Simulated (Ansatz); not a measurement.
Reaction (redistribution): `FBC[SiH3]` + `CC[Se]C` → `CC[Se]BF` + `CC[SiH3]`

Isolated molecules relaxed with PBE0-D4/def2-TZVP in Ansatz; ΔE leaves out vibrations. CCSD(T)/CBS is the MP2 limit (def2-TZVPP, def2-QZVPP) plus CCSD(T) − MP2 in def2-TZVPP, frozen cores. For Se outer-core shells are correlated without core-valence functions, which leaves a few kJ/mol of doubt a bond. Scalar relativity is left out up to krypton. Each species was taken in one conformer, which may not be the lowest.

| species | CCSD(T)/CBS(def2) energy (Eh) |
| --- | --- |
| `FBC[SiH3]` | -455.38583 |
| `CC[Se]C` | -2519.67925 |
| `CC[Se]BF` | -2605.08733 |
| `CC[SiH3]` | -369.99568 |

(1) Work out ΔE.

Largest T1 diagnostic among the species: 0.012.

Answers

(1) ΔE = (-2605.08733) + (-369.99568) − (-455.38583) − (-2519.67925) = -0.01793 Eh = -47.1 kJ/mol.

In def2-TZVPP, CCSD(T) changes the Hartree–Fock value by −6.9 kJ/mol (the triples alone add −1.7 kJ/mol) and MP2 by −6.7 kJ/mol.
